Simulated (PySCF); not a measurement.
H₃O₃Si, charge +1, multiplicity 1. Atoms are numbered in the order given.

```xyz
7

O     -1.4729    -0.5323     0.0000
Si     0.0101     0.0073     0.0000
O      1.1985    -1.0380     0.0000
O      0.0981     1.5827     0.0000
H     -1.7500    -1.4622     0.0000
H      2.1612    -0.9227     0.0000
H      0.8577     2.1833     0.0000
```
Charge +1, spin multiplicity 1.

Geometry optimised at r2SCAN-D4/def2-SVP. The spin state was assumed, not searched. The isomer is the one that the SMILES or the coordinates give; other isomers of the formula were not compared. The values are those of a single conformer.

These are PBE/def2-TZVPD (PySCF) values and carry that method's errors.

Mulliken values depend strongly on the basis, most of all with diffuse functions as here. Atomic charges (e):

```tsv
atom	Mulliken	IAO
O1	-0.26	(withheld)
Si2	0.78	(withheld)
O3	-0.32	(withheld)
O4	-0.31	(withheld)
H5	0.37	(withheld)
H6	0.37	(withheld)
H7	0.37	(withheld)
```

Task: Some entries are withheld; supply them. (The exact figures need the calculation; the answer reports its results.)

Result: 
- O1, IAO: -0.69
- Si2, IAO: 1.78
- O3, IAO: -0.70
- O4, IAO: -0.69
- H5, IAO: 0.44
- H6, IAO: 0.44
- H7, IAO: 0.44
